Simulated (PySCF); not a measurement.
Cd(NH2)(SiH3) (CdH5NSi), SMILES [Cd]([SiH3])[NH2].

Geometry optimised at B3LYP-D3(BJ)/def2-SVP. The def2 effective core potentials stand for the cores of Cd; spin–orbit coupling is left out. The values are those of a single conformer.

These are PySCF with TDDFT-M06-2X/def2-SVPD values and carry that method's errors.

Vertical excitations. Isolated molecule, no solvent.

Question: Estimate the UV-visible absorptions. (The exact figures need the calculation; the answer reports its results.)

Answer: 
```tsv
state	energy (eV)	λ (nm)	f	main pairs
S1	4.71	263	0.002	HOMO→LUMO 98 %
S2	5.03	247	0.078	HOMO→LUMO+2 73 %
S3	5.26	236	0.036	HOMO→LUMO+1 78 %, HOMO→LUMO+2 14 %
S4	5.72	217	0.078	HOMO−1→LUMO 96 %
S5	6.02	206	0.121	HOMO−1→LUMO+1 93 %
S6	6.41	193	0.595	HOMO−1→LUMO+2 82 %
S7	6.96	178	0.017	HOMO→LUMO+3 54 %, HOMO→LUMO+7 23 %
S8	7.48	166	0.004	HOMO→LUMO+4 45 %, HOMO−1→LUMO+4 41 %
S9	7.51	165	0.101	HOMO−1→LUMO+3 32 %, HOMO→LUMO+6 19 %, HOMO−1→LUMO+5 13 %, HOMO→LUMO+7 8 %
S10	7.53	165	0.094	HOMO→LUMO+5 37 %, HOMO−1→LUMO+5 26 %, HOMO−1→LUMO+3 9 %, HOMO→LUMO+3 7 %
T1	4.38	283	0	HOMO→LUMO+1 72 %, HOMO→LUMO+2 17 %
T2	4.53	274	0	HOMO→LUMO 87 %
T3	4.84	256	0	HOMO→LUMO+2 68 %, HOMO→LUMO+1 19 %
T4	5.14	241	0	HOMO−1→LUMO 84 %
```
Triplets are in the Tamm–Dancoff approximation, which puts them higher than full response would, so one can lie above its singlet here.
